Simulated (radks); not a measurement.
Results of a calculation; reference values are marked as such.
Q: Valence configurations of Ga I (all share [Ar]). Level of theory: scalar-relativistic Kohn-Sham, PBE, spin-polarised, spherical densities, point nucleus; open shells are filled with parallel spins first (a radial shooting solver on a logarithmic mesh with Libxc functionals). Order these by energy: 3d9.5 4s1.5 4p2; 3d8 4s2 4p3; 3d10 4s1 4p2; 3d9.5 4s2 4p1.5; 3d8 4s1 4p4; 3d10 4p3; 3d9 4s2 4p2; 3d10 4s1.5 4p1.5; 3d10 4s0.5 4p2.5; 3d10 4s2 4p1.

A: From the lowest, in eV above it: 3d10 4s2 4p1 0.000; 3d10 4s1.5 4p1.5 2.671; 3d10 4s1 4p2 5.039; 3d10 4s0.5 4p2.5 8.456; 3d9.5 4s2 4p1.5 8.876; 3d9.5 4s1.5 4p2 11.596; 3d10 4p3 11.919; 3d9 4s2 4p2 19.374; 3d8 4s2 4p3 45.482; 3d8 4s1 4p4 53.813. NIST lists [Ar] 3d10 4s2 4p1 as the ground configuration; this level of theory agrees among the configurations tried. The energies are those of spherical high-spin densities, not of single terms.
